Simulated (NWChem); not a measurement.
C$_{4}$H$_{4}$; SMILES C#CC=C

All runs: NWChem. Structure relaxed at the PBE0/def2-SVP level. Level: B3LYP/def2-SVP with SMD (1 M gas to 1 M solution), gas-phase geometry.

Question: Predict the results for solvent ethylene glycol. Quantities: solvation free energy (kcal/mol); cavity-dispersion-structure term (kcal/mol); dipole in solution (D).

Answer: 
```yaml
solvation free energy (kcal/mol): 0.8
cavity-dispersion-structure term (kcal/mol): 4.8
dipole in solution (D): 0.61
```
